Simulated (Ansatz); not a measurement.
System: CH₃N, charge 0, singlet. CH3N (SMILES N=C).
B3LYP-D3(BJ)/def2-TZVP minimum from Ansatz (a program for electronic structure):
```
C
N 1 1.2631
H 2 1.0217 1 111.31
H 1 1.0903 2 118.89 3 -180.00
H 1 1.0949 4 116.21 2 -180.00
```
Charge 0, spin multiplicity 1.

Total energies in cc-pVTZ, 12 correlated electrons, 2 frozen orbitals. Radicals and triplets start from unrestricted determinants; spin-orbit coupling is neglected. Correlated methods leave the cores frozen. No relativity.

```csv
method,program,energy (Eh),minus CCSDT(Q) (mEh)
HF,Ansatz,-94.06771,405.95
MP2,Ansatz,-94.43853,35.13
CCSD,Ansatz,-94.45593,17.73
CCSD(T),Ansatz,-94.47249,1.17
CCSDT(Q),Ansatz,-94.47366,0.00
```

Rough core times of Ansatz's runs on a shared machine: CCSD(T) under 20 s, CCSDT(Q) 7 min.
